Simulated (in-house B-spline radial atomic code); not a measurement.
Mo III (Mo2+) is squeezed into an impenetrable sphere of radius R (the orbitals vanish at R). No spin polarisation. Caution: exact exchange at fractional occupations of open shells leaves self-interaction of up to several eV. Level of theory: non-relativistic B3LYP, spherical fractional occupations, point nucleus; calculated with an all-electron radial atomic-structure program (B-spline basis).

Energies in eV above the free ion in [Kr] 4d4:

```
R (bohr)  highest level (eV)  [Kr] 4d4  [Ar] 3d9 4s2 4p6 4d4 4f1  [Ar] 3d10 4s2 4p5 4d5  -dE/dV in [Kr] 4d4 (GPa)
    7.34                 -21  0.003346                     260.2                  37.46                     0.011
    6.34                 -21   0.02527                     261.3                  37.48                     0.108
    4.64               -20.3    0.6716                       266                  38.14                      5.05
    4.22               -19.7     1.478                     268.6                     39                      13.4
    3.58               -17.6     5.008                     275.8                  42.88                      65.6
    3.08               -13.8     13.76                     288.6                  52.52                       263
     2.5               -2.53     50.72                       332                   92.3                      1680
    2.24                8.25     96.64                     381.8                  140.7                      4250
    1.85                40.7     274.3                     568.7                  324.7                     19400
    1.34                 170      1268                      1600                   1332                    196000
```

(1) Does [Ar] 3d9 4s2 4p6 4d4 4f1 fall below [Kr] 4d4 under compression?

(2) Does [Ar] 3d10 4s2 4p5 4d5 fall below [Kr] 4d4 under compression?

The highest level is first positive in the row R = 2.24 bohr, pushed up by confinement above the zero of the free ion's potential. Each configuration is held fixed and needn't be the lowest in the sphere.

## Answers

(1) No, it stays above over the whole range.

(2) No, it stays above over the whole range.
